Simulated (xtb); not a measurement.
Mg(F)(SMe) (CH₃FMgS), SMILES C[S][Mg][F]. All values are semi-empirical tight-binding results from xtb (GFN2-xTB unless named), good for trends rather than for accurate numbers. Geometry optimised at GFN2-xTB. The values are those of a single conformer.

For metal compounds this method's bond lengths and energies can be far off.

- orbital gap = 1.60 eV
- zero-point energy = 24.5 kcal/mol
- G − E(el) at 298.15 K (modified RRHO) = 5.0 kcal/mol
